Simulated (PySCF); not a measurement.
Al(Me)3 (C3H9Al), SMILES [CH3][Al]([CH3])[CH3].

Coordinates come from a B3LYP-D3(BJ)/def2-SVP optimisation. The isomer is the one that the SMILES or the coordinates give; other isomers of the formula were not compared.

Two levels are set side by side: PBE/def2-TZVP (PySCF) and M06-2X/def2-TZVP (PySCF). Same geometry, gas phase. Differences are taken from unrounded values.

```json
[
 {"quantity": "orbital gap (eV)", "M06-2X": "8.78"},
 {"quantity": "highest occupied level (eV)", "M06-2X": "-8.71"},
 {"quantity": "lowest empty level (eV)", "M06-2X": "0.07"},
 {"quantity": "mean polarisability (bohr³)", "M06-2X": "63.3"}
]
```

Problem. What does PBE give, and how far is it from M06-2X? (Estimate from the structure and the level; the computed values follow.)

Solution. 
```
quantity                       PBE  PBE minus M06-2X
---------------------------  -----  ----------------
orbital gap (eV)              5.11             -3.67
highest occupied level (eV)  -6.27              2.44
lowest empty level (eV)      -1.16             -1.22
mean polarisability (bohr³)   66.6               3.3
```

PBE's occupied levels lie high since its potential decays too fast outside the molecule; exact exchange lowers them and widens the gap. Loosely held outer electrons make PBE densities more polarisable. Differences between two approximate levels are no errors against the true value.

Rough cost on one machine, each run with all the roots and properties that it gave: M06-2X against PBE about 3 times.
